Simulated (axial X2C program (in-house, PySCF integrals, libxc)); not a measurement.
**Photoelectron levels of GaSe⁻ by EOM-IP-CCSD**

Computed with an in-house all-electron X2C program for linear molecules (integrals from PySCF): two-component X2C with atomic mean-field Coulomb and Gaunt terms, Gaussian nuclei, basis Se dyall-acv3z, Ga dyall-acv3z with contracted cores.

R = 2.261 Å (near the PBE0 minimum at charge -1 of the determinant lowest at the starting distance; the state shown can have its own minimum elsewhere).

Hartree–Fock spinors of GaSe⁻ (one of each Kramers pair; a window near the gap, which can cut inner shells):

| ω | occupied | ε (eV) | character |
| --- | --- | --- | --- |
| 3/2 | yes | -26.25 | 100% Ga d |
| 1/2 | yes | -17.52 | 69% Se s, 11% Ga p, 8% Ga s |
| 1/2 | yes | -7.57 | 44% Se p, 43% Ga s, 6% Se s |
| 1/2 | yes | -3.50 | 74% Se p, 13% Ga p, 7% Ga d |
| 3/2 | yes | -3.21 | 75% Se p, 13% Ga p, 7% Ga d |
| 1/2 | yes | -2.78 | 36% Ga p, 34% Se p, 21% Ga s |
| 1/2 | no | 2.91 | 98% Ga p |
| 3/2 | no | 2.91 | 98% Ga p |
| 1/2 | no | 2.93 | 93% Ga p, 6% Ga s |
| 1/2 | no | 3.63 | 79% Ga s, 10% Se p, 7% Ga p |
| 1/2 | no | 5.36 | 70% Se p, 14% Ga d, 9% Ga s |
| 1/2 | no | 5.44 | 51% Ga p, 36% Ga d, 6% Se d |

Vertical detachment energies of GaSe⁻ to the states of GaSe:

```tsv
Ω of GaSe	vertical detachment energy (eV)	above lowest (cm⁻¹)	ionised spinor	one-hole weight
1/2	2.702	0	35% Ga pσ, 35% Se pσ, 18% Ga sσ	0.94
3/2	2.932	1854	75% Se pπ, 13% Ga pπ, 7% Ga dπ	0.93
1/2	3.148	3596	73% Se pπ, 11% Ga pπ, 7% Ga dπ	0.93
1/2	6.743	32588	45% Ga sσ, 41% Se pσ	0.81
```

Q: How far does the lowest EOM-IP-CCSD energy lie from the Koopmans value −ε of the highest filled spinor?

A: 2.702 eV against 2.78 eV, a shift of -0.08 eV: relaxation of the final state lowers the energy and the loss of correlation raises it.

Q: Take the first Ω = 1/2 and Ω = 3/2 rows of π character: how far apart are they, and which lies lower?

A: E(3/2) − E(1/2) = 1854 − 3596 = -1742 cm⁻¹ at EOM-IP-CCSD: inverted, Ω = 3/2 lower. Splittings at this level can be off by ten to twenty per cent.

This point took 20 s on 1 thread of Arm Neoverse V2, on a shared host.

Reference electrons by ω block (each with its −ω partner): 1/2: 22, 3/2: 9, 5/2: 2. 20 electrons of GaSe⁻ correlated (inner shells frozen), 82 natural virtual spinors (a truncated set); levels can be off by some tenths of an eV. Roots sought by Ω: (1/2: 4, 3/2: 3, 5/2: 1); rows need 60 % one-particle weight and stop where some Ω has no more roots. Missing are any skipped roots, higher Ω and states of a further excitation; these come out far too high here and may in truth be low or lowest. T1 of the reference 0.017 (Lee–Taylor). Number of frozen shells: Se 3 s, 2 p, 1 d; Ga 3 s, 2 p.
